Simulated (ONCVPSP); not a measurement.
# Bi (Z = 83), ONCV: configuration errors across variants

ONCVPSP 4.0.1 input, shortened (lines: element, Z, core and valence counts, functional; n l f; lmax; l rc ep ncon nbas qcut; lloc lpopt rc5 dvloc0; l nproj debl; icmod fcfact rcfact), PBE, scalar-relativistic:

```
  Bi 83.00   10    5        4      upf
    1    0    2.00
    2    0    2.00
    2    1    6.00
    3    0    2.00
    3    1    6.00
    3    2   10.00
    4    0    2.00
    4    1    6.00
    4    2   10.00
    4    3   14.00
    5    0    2.00
    5    1    6.00
    5    2   10.00
    6    0    2.00
    6    1    3.00
    2
    0    1.25    0.00    4    8    8.20
    1    1.55    0.00    3    6    8.90
    2    1.50    0.00    4    8   12.60
    4    5    1.00    0.00
    0    2    1.90
    1    2    2.50
    2    2    1.10
    3    5.75    1.70
```

All-electron excitation energies from the reference (eV): (1) 5s2 5p6 5d10 6s2 6p2 7.913; (2) 5s2 5p6 5d10 6s2 6p1 23.161; (3) 5s2 5p6 5d10 6s2 6p0 46.503; (4) 5s2 5p5 5d10 6s2 6p3 103.211.

Errors AE − PS in meV (a dash: test not solved or not reliable):

```csv
change,(1),(2),(3),(4),bound ghosts,GHOST(+) flags above zero
base,-3.5,-12,-29,-257,none,s
"core correction Teter function, fcfact 5.75, rcfact 0.98",-3.3,-11,-23,-230,none,s
"core correction Teter function, fcfact 5.75, rcfact 1.26",-3.3,-11,-23,-236,none,s
"core correction Teter function, fcfact 5.75, rcfact 1.36",-3.3,-11,-23,-239,none,s
"core correction Teter function, fcfact 5.75, rcfact 1.6",-3.4,-11,-26,-251,none,s
"core correction Teter function, fcfact 5.75, rcfact 2.04",-5.0,-24,-81,-272,none,s
```

(1) Give the same row for: core correction Teter function, fcfact 5.75, rcfact 1.78.

Results:

(1) -3.6, -13, -33, -261; bound ghosts: none; GHOST(+) flags above zero: s.
